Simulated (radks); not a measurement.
Q: All-electron atom: Xe+ in [Kr] 4d10 5s2 5p5 (the NIST ground configuration). Method: Dirac Kohn-Sham, PBE, spin-unpolarised, spherical densities, finite nucleus; open shells are shared between the two j in proportion to 2j + 1; Fermi nuclear charge, rms radius 4.7859 fm; computed with a radial shooting solver on a logarithmic mesh with Libxc functionals. Some entries of the table are withheld. Estimate them.

| orbital | occ. | eigenvalue (hartree) | <r^2> (bohr^2) |
|---|---|---|---|
| 1s1/2 | 2 | (1) | 0.0009638 |
| 2s1/2 | 2 | -196.7306 | 0.01543 |
| 2p1/2 | 2 | -184.8568 | (2) |
| 2p3/2 | 4 | -172.9269 | (3) |
| 3s1/2 | 2 | -40.53600 | 0.1072 |
| 3p1/2 | 2 | -35.59986 | 0.1020 |
| 3p3/2 | 4 | -33.33391 | 0.1099 |
| 3d3/2 | 4 | -24.64769 | 0.09195 |
| 3d5/2 | 6 | -24.16882 | 0.09425 |
| 4s1/2 | 2 | -7.61800 | 0.5802 |
| 4p1/2 | 2 | -5.87040 | 0.6336 |
| 4p3/2 | 4 | -5.41852 | 0.6815 |
| 4d3/2 | 4 | (4) | 0.8833 |
| 4d5/2 | 6 | (5) | 0.9055 |
| 5s1/2 | 2 | -1.06742 | 3.757 |
| 5p1/2 | 1.66667 | -0.65993 | 5.144 |
| 5p3/2 | 3.33333 | -0.60917 | 5.609 |

A: 
(1) 1s1/2 eigenvalue (hartree): -1262.501
(2) 2p1/2 <r^2> (bohr^2): 0.01139
(3) 2p3/2 <r^2> (bohr^2): 0.01267
(4) 4d3/2 eigenvalue (hartree): -2.59187
(5) 4d5/2 eigenvalue (hartree): -2.51884
